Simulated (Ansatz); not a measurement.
Total energies of Cu(AsH3)(OH) (CuAsOH₄) from Ansatz at PBE0-D4/def2-TZVP, gas phase (1 Eh = 27.2114 eV = 2625.5 kJ/mol). The reference geometry is relaxed at PBE-D4/def2-TZVP.

```xyz
7

Cu   -0.223    0.708    0.735
As    0.317   -0.914   -0.717
H     1.131   -0.596   -1.964
H    -0.763   -1.728   -1.419
H     1.157   -2.095   -0.251
O    -0.596    1.920    1.998
H    -1.023    2.705    1.618
```

```json
{"state": "charge 0 singlet", "geometry": "reference", "energy (Eh)": "-3953.47648"}
{"state": "charge 1 doublet", "geometry": "reference", "energy (Eh)": "-3953.17125"}
{"state": "charge 1 doublet", "geometry": "relaxed at PBE-D4/def2-TZVP", "energy (Eh)": "-3953.17674"}
{"state": "free Cu atom (doublet)", "geometry": "–", "energy (Eh)": "-1640.24417"}
{"state": "free As atom (quartet)", "geometry": "–", "energy (Eh)": "-2235.53903"}
{"state": "free H atom (doublet)", "geometry": "–", "energy (Eh)": "-0.50104"}
{"state": "free O atom (triplet)", "geometry": "–", "energy (Eh)": "-75.01860"}
```

Work out the vertical ionisation energy to the doublet.

E(charge 1 doublet) − E(charge 0 singlet) = -3953.17125 − (-3953.47648) = 0.30523 Eh = 8.31 eV. For comparison, −ε of the highest occupied level is 6.18 eV at this level, 2.13 eV less.

How much does the charge 1 doublet relax, and what is the adiabatic ionisation energy?

Relaxation: -3953.17125 − (-3953.17674) = 0.00549 Eh = 0.15 eV. Adiabatic ionisation energy: 0.29974 Eh = 8.16 eV, without zero-point energy. 

What is the binding energy per atom against free atoms?

Atoms: 1 × (-1640.24417) + 1 × (-2235.53903) + 4 × (-0.50104) + 1 × (-75.01860) = -3952.80596 Eh. Binding: -3952.80596 − (-3953.47648) = 0.67052 Eh = 18.25 eV, or 2.61 eV for each of 7 atoms (no zero-point energy, no counterpoise term).
